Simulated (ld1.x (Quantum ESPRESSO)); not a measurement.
Logarithmic derivatives: Be, RRKJ

| Property | Result |
| --- | --- |
| Element | Be |
| Generator | ld1.x (Quantum ESPRESSO) 7.5 |
| Type | norm-conserving RRKJ (Kleinman–Bylander form) |
| Functional | PBE |
| Relativity | scalar-relativistic |
| Frozen core | none |
| Valence charge | 4 |
| Reference configuration | 1s2 2s1.75 2p0.25 |
| Partial waves | 1s (bound): rc 0.55 bohr; 2p (bound): rc 2.55 bohr; 3d channel at -0.1 Ry: rc 2.80 bohr |
| Local potential | all-electron potential smoothed inside 1.15 bohr (lloc = -1) |
| Core correction | none |

Occupied shells without a wave of their own: 2s. They enter only through the test configuration that unscreens the potential.

The phase is arctan(r·u′/u) with u = r·R(r), unwrapped; energies in Ry, scanned from -10 to 5 Ry. A pole is an energy at which the radial function vanishes at the test radius. The pseudo phase is shifted by a multiple of π to meet the all-electron one at the reference energy, and phase errors are pseudo minus all-electron; the curves can meet again beyond the range given. Levels narrower than the energy grid can be missing from the lists of poles.

```tsv
channel	radius (bohr)	reference energy (Ry)	poles, all-electron	poles, pseudo	unbroken range about the reference energy with phases within 0.05 rad	phase error 1 Ry above the reference energy (rad)
s	3.06	-7.83	0.17, 4.44	-0.24, 3.37	below -1.2	-0.000
p	3.06	-0.16	0.44, 3.90	0.43, 4.37	not even at the reference energy	+0.004
d	3.06	-0.10	2.33	2.40	below 3.4	-0.028
```

A Bessel basis up to 400 Ry misses an occupied level by 0.04 Ry, so cutoffs and ghosts were not judged. The potential misses its own reference levels by up to 2.4 eV, so it is not fit for use.

Phases in the d channel:

```csv
E (Ry),all-electron,pseudo
-10.00,1.469,1.469
-9.76,1.468,1.468
-9.52,1.466,1.466
-9.28,1.465,1.465
-9.04,1.464,1.464
-8.80,1.462,1.462
-8.56,1.461,1.461
-8.32,1.459,1.459
-8.08,1.458,1.458
-7.84,1.456,1.456
-7.60,1.454,1.454
-7.36,1.452,1.452
-7.12,1.451,1.451
-6.88,1.449,1.449
-6.64,1.446,1.446
-6.40,1.444,1.444
-6.16,1.442,1.442
-5.92,1.440,1.439
-5.68,1.437,1.437
-5.44,1.434,1.434
-5.20,1.431,1.431
-4.96,1.428,1.428
-4.72,1.425,1.424
-4.48,1.421,1.421
-4.24,1.417,1.417
-4.00,1.413,1.413
-3.76,1.408,1.408
-3.52,1.403,1.403
-3.28,1.398,1.397
-3.04,1.391,1.391
-2.80,1.385,1.384
-2.56,1.377,1.377
-2.32,1.369,1.368
-2.08,1.359,1.358
-1.84,1.348,1.347
-1.60,1.334,1.334
-1.36,1.319,1.318
-1.12,1.300,1.298
-0.88,1.276,1.274
-0.64,1.245,1.243
-0.40,1.204,1.201
-0.16,1.145,1.142
0.08,1.056,1.050
0.32,0.902,0.891
0.56,0.597,0.576
0.80,-0.026,-0.059
1.04,-0.741,-0.757
1.28,-1.127,-1.131
1.52,-1.317,-1.315
1.76,-1.426,-1.421
2.00,-1.498,-1.491
2.24,-1.552,-1.543
2.48,-1.597,-1.584
2.72,-1.638,-1.621
2.96,-1.679,-1.655
3.20,-1.725,-1.689
3.44,-1.782,-1.726
3.68,-1.862,-1.770
3.92,-1.994,-1.825
4.16,-2.267,-1.900
4.40,-2.937,-2.015
4.64,-3.819,-2.214
4.88,-4.225,-2.604
```
